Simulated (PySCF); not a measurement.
# A small calculation by hand: oscillator strength and radiative lifetime

In(I)(Me)2 (C2H6IIn), SMILES [CH3][In]([CH3])[I].

Geometry optimised at PBE-D3(BJ)/def2-SVP. The structure was generated by enumeration; whether it is a known compound was not checked. The def2 effective core potentials stand for the cores of I, In; spin–orbit coupling is left out.

TDA-ωB97X/def2-SVPD run with PySCF 2.14.0 puts the first singlet state with f over 0.02 at 5.37 eV (vertical), with the transition dipole (-0.137, 0.493, -0.517) in atomic units.

Find the oscillator strength, the wavelength and the radiative lifetime that this transition would have in vacuum if emission retraced absorption.


|μ|² = 0.5291 au, so |μ| = 1.85 D. ΔE = 5.37/27.211 = 0.1973 hartree. f = (2/3) ΔE |μ|² = 0.070 (the program prints 0.070).
λ = 1239.84/5.37 = 231 nm; ν = 43312 cm⁻¹.
Einstein's coefficient A = 0.6670 ν² f s⁻¹ (ν in cm⁻¹) = 8.7e7 s⁻¹, so τ = 1/A = 11 ns. This state is S2; the lower singlet has f = 0.000. The figure is the radiative limit of this one transition; relaxation, internal conversion, crossing to triplets and a medium change what is measured.
